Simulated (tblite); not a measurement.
Species: C2H11AsSSi2.
Numbering: `[CH3:1][S:2][Si@:3]([CH3:4])([SiH3:5])[AsH2:6]` (hydrogens: H7, H8, H9 on C1; H10, H11, H12 on C4; H13, H14, H15 on Si5; H16, H17 on As6)

Computed with GFN2-xTB (tblite), gas phase: L-BFGS steps from a force-field or distance-geometry start until the largest atomic force falls under 0.01 eV/Å.

Step 10: E = -516.0107 eV
```
atom  x, y, z in Å  |  force x, y, z in eV/Å
C1      1.7920    1.3222   -1.4024   -0.038  -0.130  -0.005
S2      0.9888   -0.2378   -1.8967    0.138   0.105  -0.052
Si3    -0.0206   -0.6064    0.0010   -0.190   0.031  -0.061
C4     -0.9373   -2.2722   -0.1791    0.070   0.102  -0.010
Si5    -1.6393    1.0631    0.3149   -0.028   0.032   0.041
As6     1.5216   -0.7040    1.7868   -0.095   0.133   0.127
H7      2.3589    1.6952   -2.2484   -0.010  -0.071  -0.028
H8      1.0342    2.0460   -1.1186   -0.009   0.021  -0.008
H9      2.4611    1.1232   -0.5658    0.034   0.033  -0.003
H10    -1.4681   -2.4505    0.7498   -0.048  -0.100   0.043
H11    -0.2699   -3.1073   -0.3587    0.072  -0.045   0.001
H12    -1.6626   -2.2496   -0.9849    0.003   0.003  -0.016
H13    -1.0012    2.3633    0.5743   -0.052   0.010  -0.028
H14    -2.5691    1.2161   -0.8039   -0.019   0.054   0.019
H15    -2.3979    0.7304    1.5252   -0.034   0.021  -0.018
H16     1.4704    0.8037    1.8884    0.109  -0.088  -0.021
H17     0.3321   -0.7235    2.7085    0.097  -0.111   0.017
```

Step 11: E = -516.0154 eV
```
atom  x, y, z in Å  |  force x, y, z in eV/Å
C1      1.7930    1.3191   -1.4034   -0.014  -0.050   0.007
S2      0.9926   -0.2382   -1.8921    0.093   0.024  -0.080
Si3    -0.0250   -0.6112    0.0019   -0.138   0.140  -0.058
C4     -0.9346   -2.2764   -0.1791    0.040   0.051   0.001
Si5    -1.6407    1.0650    0.3132   -0.027   0.019   0.034
As6     1.5190   -0.7022    1.7854   -0.005   0.041   0.088
H7      2.3592    1.6926   -2.2494   -0.001  -0.077  -0.049
H8      1.0370    2.0453   -1.1221   -0.031   0.029   0.005
H9      2.4639    1.1266   -0.5678    0.048   0.017   0.028
H10    -1.4666   -2.4559    0.7500   -0.043  -0.101   0.013
H11    -0.2683   -3.1129   -0.3603    0.066  -0.022   0.007
H12    -1.6578   -2.2498   -0.9865   -0.014  -0.014  -0.013
H13    -1.0154    2.3688    0.5738   -0.005   0.032  -0.023
H14    -2.5761    1.2295   -0.7967   -0.035   0.038  -0.027
H15    -2.4025    0.7390    1.5204   -0.050  -0.006   0.028
H16     1.4763    0.7994    1.8938    0.087  -0.019  -0.027
H17     0.3392   -0.7267    2.7091    0.030  -0.103   0.066
```

Step 12: E = -516.0185 eV
```
atom  x, y, z in Å  |  force x, y, z in eV/Å
C1      1.7934    1.3166   -1.4038    0.016   0.032   0.017
S2      0.9967   -0.2379   -1.8909    0.037  -0.048  -0.071
Si3    -0.0301   -0.6113    0.0012   -0.059   0.172  -0.044
C4     -0.9325   -2.2784   -0.1790    0.003  -0.006   0.010
Si5    -1.6424    1.0668    0.3128   -0.045   0.025   0.018
As6     1.5171   -0.7002    1.7864    0.047  -0.040   0.021
H7      2.3591    1.6894   -2.2507    0.001  -0.074  -0.049
H8      1.0382    2.0452   -1.1242   -0.027   0.017   0.006
H9      2.4664    1.1290   -0.5686    0.044   0.008   0.034
H10    -1.4664   -2.4610    0.7500   -0.022  -0.087  -0.024
H11    -0.2662   -3.1163   -0.3609    0.051   0.019   0.012
H12    -1.6550   -2.2501   -0.9876   -0.012  -0.027  -0.003
H13    -1.0240    2.3726    0.5730    0.021   0.045  -0.017
H14    -2.5809    1.2381   -0.7927   -0.040   0.028  -0.045
H15    -2.4062    0.7440    1.5180   -0.058  -0.020   0.052
H16     1.4817    0.7964    1.8964    0.066   0.043  -0.020
H17     0.3440   -0.7308    2.7108   -0.022  -0.087   0.102
```

Step 13: E = -516.0216 eV
```
atom  x, y, z in Å  |  force x, y, z in eV/Å
C1      1.7941    1.3147   -1.4038    0.041   0.088   0.018
S2      1.0013   -0.2384   -1.8912   -0.016  -0.092  -0.036
Si3    -0.0363   -0.6082   -0.0006    0.024   0.140  -0.022
C4     -0.9304   -2.2800   -0.1788   -0.026  -0.044   0.014
Si5    -1.6450    1.0691    0.3129   -0.076   0.049   0.004
As6     1.5159   -0.6989    1.7876    0.066  -0.098  -0.046
H7      2.3590    1.6849   -2.2528    0.003  -0.061  -0.037
H8      1.0389    2.0454   -1.1260   -0.010  -0.004   0.002
H9      2.4694    1.1314   -0.5687    0.026   0.004   0.025
H10    -1.4667   -2.4675    0.7496    0.003  -0.065  -0.058
H11    -0.2631   -3.1188   -0.3613    0.033   0.067   0.015
H12    -1.6527   -2.2509   -0.9885   -0.002  -0.041   0.012
H13    -1.0314    2.3768    0.5718    0.036   0.048  -0.012
H14    -2.5858    1.2464   -0.7899   -0.039   0.019  -0.049
H15    -2.4107    0.7481    1.5169   -0.057  -0.027   0.061
H16     1.4882    0.7946    1.8983    0.044   0.082  -0.007
H17     0.3481   -0.7366    2.7146   -0.050  -0.065   0.117
```

Task: Estimate the geometry and energy of step 14. (The exact step hangs on the optimiser's Hessian estimate; all steps are aligned on step 13, rigid shifts and turns removed.)

Result: E = -516.0252 eV, largest force 0.159 eV/Å
```
atom  x, y, z in Å  |  force x, y, z in eV/Å
C1      1.7957    1.3138   -1.4034    0.052   0.099   0.006
S2      1.0067   -0.2407   -1.8921   -0.056  -0.096   0.022
Si3    -0.0435   -0.6021   -0.0030    0.093   0.051   0.011
C4     -0.9282   -2.2823   -0.1783   -0.040  -0.045   0.009
Si5    -1.6497    1.0728    0.3131   -0.111   0.082  -0.004
As6     1.5155   -0.6991    1.7882    0.048  -0.119  -0.094
H7      2.3591    1.6782   -2.2562    0.006  -0.035  -0.020
H8      1.0395    2.0458   -1.1282    0.014  -0.027  -0.007
H9      2.4737    1.1345   -0.5685   -0.001   0.002   0.004
H10    -1.4671   -2.4770    0.7482    0.026  -0.035  -0.079
H11    -0.2584   -3.1207   -0.3614    0.019   0.114   0.014
H12    -1.6498   -2.2528   -0.9895    0.009  -0.055   0.023
H13    -1.0398    2.3830    0.5702    0.044   0.041  -0.006
H14    -2.5927    1.2571   -0.7875   -0.034   0.007  -0.047
H15    -2.4174    0.7526    1.5166   -0.046  -0.030   0.055
H16     1.4971    0.7939    1.9006    0.021   0.084   0.009
H17     0.3523   -0.7450    2.7215   -0.046  -0.037   0.103
```

The energy changes by -0.0036 eV. The first-order estimate −F·Δx gives -0.0049 eV and the mean of the old and new forces, exact on a quadratic surface, -0.0036 eV. The step makes an angle of 64° with the force vector and moves no atom by more than 0.013 Å.

What follows is the cost of the whole relaxation. Hardware: one thread of an Arm Neoverse N1, shared host. Cost: 1.1 s of wall time.
